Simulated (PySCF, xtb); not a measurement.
Zn(Br)(SH) (BrHSZn), SMILES [SH][Zn][Br]. Other conformers were not sampled.

Harmonic wavenumbers (cm⁻¹) from GFN2-xTB (xtb 6.7.1) at its own minimum, in rising order: 39, 107, 195, 302, 604, 2487.

Question: What does PBE0-D3(BJ)/def2-SVP (PySCF) give at its own minimum? (An estimate is asked for; the answer gives what the named calculation found.)

Answer: 82, 87, 264, 441, 638, 2703. Paired by order, the mean absolute difference is 87 cm⁻¹ and the zero-point energies are 5.3 and 6.0 kcal/mol.
